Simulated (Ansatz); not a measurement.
Reaction (substitution at a C–Si bond): `C[SiH]1[SiH2]S1` + `C=C(O)Br` → `C=C(Br)OC` + `[SiH2]1[SiH2]S1`

Program: Ansatz. Geometries: PBE0-D4/def2-TZVP. ΔE: electronic, gas phase. CCSD(T)/CBS is the MP2 limit (def2-TZVPP, def2-QZVPP) plus CCSD(T) − MP2 in def2-TZVPP, frozen cores. DFT in def2-TZVPP. B3LYP here is the variant with VWN-RPA as its local correlation; programs differ in this. For Br outer-core shells are correlated without core-valence functions, which leaves a few kJ/mol of doubt a bond. Scalar relativity is left out up to krypton. One conformer a species, not always the lowest.

```
             level  ΔE (kJ/mol)  difference from CCSD(T)/CBS
            PBE-D4         86.5                         -0.9
         r2SCAN-D4         88.3                          0.9
           PBE0-D4         89.8                          2.4
          B3LYP-D4         81.6                         -5.8
           ωB97X-V         84.1                         -3.3
           ωB97M-V         88.9                          1.5
            B2PLYP         84.3                         -3.1
               PBE         86.2                         -1.2
            r2SCAN         88.2                          0.8
              PBE0         89.4                          2.0
             B3LYP         81.1                         -6.3
     HF/def2-TZVPP         77.4                        -10.0
    MP2/def2-TZVPP         91.9                          4.5
SCS-MP2/def2-TZVPP         85.1                         -2.3
   CCSD/def2-TZVPP         85.3                         -2.1
CCSD(T)/def2-TZVPP         85.0                         -2.4
     HF/def2-QZVPP         77.6                         -9.8
    MP2/def2-QZVPP         93.3                          5.9
SCS-MP2/def2-QZVPP         86.8                         -0.6
      HF/CBS(def2)         77.6                         -9.8
     MP2/CBS(def2)         94.3                          6.9
    CCSD/CBS(def2)         87.8                          0.4
       CCSD(T)/CBS         87.4                            0
```

Largest T1 diagnostic among the species: 0.014.

In def2-TZVPP, CCSD(T) changes the Hartree–Fock value by +7.7 kJ/mol (the triples alone add −0.3 kJ/mol) and MP2 by +14.5 kJ/mol. From PBE to PBE0 (25 % exact exchange), in def2-TZVPP and without D4, ΔE moves by +3.2 kJ/mol.
